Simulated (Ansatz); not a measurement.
Ansatz (a first-principles code) input (HF/cc-pVQZ):

Ansatz 0.2 input:
```yaml
crystal:
  periodic: [false, false, false]
  atoms:
    - {symbol: O, position_ang: [-1.20865748, -0.76389175, -0.02986086]}
    - {symbol: B, position_ang: [-0.04392350, -0.02776039, -0.00108517]}
    - {symbol: O, position_ang: [-0.19589077, 1.32381661, 0.13294235]}
    - {symbol: O, position_ang: [1.11595131, -0.74232296, -0.11021152]}
    - {symbol: H, position_ang: [0.59972762, 1.85068936, 0.02230521]}
    - {symbol: H, position_ang: [1.92866542, -0.25270266, 0.04016078]}
basis:
  gaussian:
    orbitals: cc-pVQZ
hamiltonian:
  xc: hf
magnetization: {spin_polarized: true, initial_magnetization: 1}
```

End of the output:

```
integrals: 0.15 GiB planned
1033 factors; their error is unknown
mean field: 1.33 GiB planned
mean field evaluation 1: about -6817.2535 eV, gradient 3.2e1 eV
mean field evaluation 2: about -6820.1860 eV, gradient 1.7e1 eV
mean field evaluation 4: about -6821.1222 eV, gradient 7.8e-1 eV
mean field evaluation 8: about -6821.1286 eV, gradient 1.5e-1 eV
mean field evaluation 16: about -6821.1524 eV, gradient 6.9e-2 eV
mean field evaluation 32: about -6820.9040 eV, gradient 6.5e-1 eV
mean field evaluation 64: about -6820.1858 eV, gradient 1.7e1 eV
mean field -6821.15300032 eV, -250.6727492182 hartree, gradient 1.9e-5 eV, S^2 0.757270; 2 other end points of the search recorded, 0 dependent functions left out
reference -6821.15300032 eV, -250.6727492182 hartree; 16, 15 occupied and 264, 265 virtual orbitals, 1033 factors
Total energy: -6821.15300032 eV, -250.6727492182 hartree
```

It need not be the lowest isomer of its formula.
